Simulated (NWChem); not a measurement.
Species: diphosphane (P2H4); SMILES PP

```xyz
6

P      0.0000    -1.1316    -0.0676
P      0.0000     1.1316     0.0676
H      1.0283    -1.2953     0.9070
H     -1.0284    -1.2953     0.9069
H      1.0283     1.2953    -0.9070
H     -1.0284     1.2953    -0.9069
```
Atoms are numbered in this order, from 1.

Results from NWChem. All runs use the structure optimised with B3LYP/6-31G* (spherical d). Ions are spin-unrestricted doublets at the neutral geometry; other ion states weren't tried.

Taking PBE/def2-TZVPP as the yardstick, which of these has the fewest basis functions while keeping “vertical ionisation energy, ΔSCF (eV)” within 0.1 eV of it: PBE/def2-SVPD; PBE/def2-TZVP; PBE/def2-SVP; PBE/STO-3G; PBE/def2-TZVPD?

PBE/def2-SVP.
```csv
level,basis functions,"vertical ionisation energy, ΔSCF (eV)",relative time (rough)
PBE/STO-3G,22,6.35,1
PBE/def2-SVP,56,8.90,2
PBE/def2-SVPD,80,8.89,5
PBE/def2-TZVP,98,8.90,8
PBE/def2-TZVPD,122,8.91,20
PBE/def2-TZVPP,140,8.90,20
```

The yardstick is one finite set, not the basis-set limit.
